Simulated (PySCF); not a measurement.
Cl$_{4}$Te (SMILES Cl[Te](Cl)(Cl)Cl), singlet, geometry from GFN2-xTB (all electrons, no relativity).

The PySCF input:
```python
from pyscf import gto, scf, dft

mol = gto.Mole()
mol.atom = '''
    Te   -0.00534842    0.01223355    0.48327654
    Cl    1.16596908   -1.49075955   -0.82644836
    Cl    1.90421897    1.50336856    0.12041395
    Cl   -1.14657041    1.44638856   -0.92639152
    Cl   -1.90725777   -1.49641785    0.15416827
'''
mol.basis = 'sto-3g'
mol.verbose = 4
mol.build()

mf = dft.RKS(mol)
mf.xc = 'm062x'
mf.kernel()
mf.analyze()
```

**Question.** What does this run give for the dipole moment, HOMO energy?

**Answer.** 
| Property | Result |
|---|---|
| dipole moment | 1.53 D |
| HOMO energy | -7.53 eV |
